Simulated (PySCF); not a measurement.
## Exercise with solution: chemical shift, span and skew from a shielding tensor

ClGeH5OSi, SMILES [GeH3][O][SiH2]Cl. Atoms are numbered in the order given.

```xyz
9

Si     1.5426     0.1910    -0.6824
Cl     1.6113     1.0029     1.2306
O      0.0446    -0.4130    -0.9548
Ge    -1.5018    -0.4783    -0.0566
H      2.5613    -0.8889    -0.7457
H      1.8537     1.2850    -1.6391
H     -1.9481     0.9601     0.2484
H     -2.4729    -1.1845    -1.0106
H     -1.2801    -1.2856     1.2316
```

Coordinates come from a PBE0-D3(BJ)/def2-SVP optimisation. This is a generated structure with no PubChem entry under its InChIKey; it may be hypothetical. One conformer was computed; it need not be the lowest.

GIAO shieldings from PySCF with PBE/pcSseg-1, non-relativistic, no solvent. The symmetric part of the tensor of Si1 has the principal values 317.9, 329.5, 392.2 ppm. The same nucleus in TMS has σ = 335.4 ppm at this level (PySCF, at its B3LYP-D3(BJ)/def2-TZVP geometry). Without spin–orbit terms, shifts of atoms bonded to Cl or Br come out too high.

Q: Work out the isotropic shielding, the ²⁹Si shift against TMS, the span and the skew.

A: 
σ(iso) = (σ11 + σ22 + σ33)/3 = 346.5 ppm. δ = σ(ref) − σ(iso) = 335.4 − (346.5) = -11.1 ppm.
Span Ω = σ33 − σ11 = 74.3 ppm. Skew κ = 3(σ(iso) − σ22)/Ω = 0.69. Tumbling in solution averages the tensor to δ; in a static solid the shielding alone would spread this spin-1/2 line over Ω.
